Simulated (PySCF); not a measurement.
# Low-lying terms of Cs⁺ (caesium, charge +1)

Ground state [Xe], ¹S. Calculation: PySCF 2.14, in def2-TZVP with the def2 core potential (46 electrons) (5s3p3d, 29 functions); a scalar-relativistic core potential. Vertical excitation energies in eV without spin-orbit coupling; excited terms of each kind are numbered among those the solver found. Frozen: nothing.

```
 term  leading excitation  EOM-EE-CCSD
1 3P°              5p → s       13.651
1 1P°              5p → s       14.114
2 3P°              5p → d       14.387
1 1F°              5p → d       15.606
1 1D°              5p → d       15.668
1 3D°              5p → d       15.687
 1 3S              5p → p       16.418
 1 3D              5p → p       16.811
 1 1D              5p → p       16.914
 1 1P              5p → p       17.014
 1 3P              5p → p       17.021
 1 1S              5p → p       17.242
 2 3S              5p → p       21.376
 2 1D              5p → p       22.517
```

The spin-orbit splitting of the hole, absent here, rivals or exceeds the spacing of these terms, so the LS terms are model states.

Only the lower part of the computed list is shown. The solver can miss terms. Rydberg members are limited by the diffuse functions of the basis.
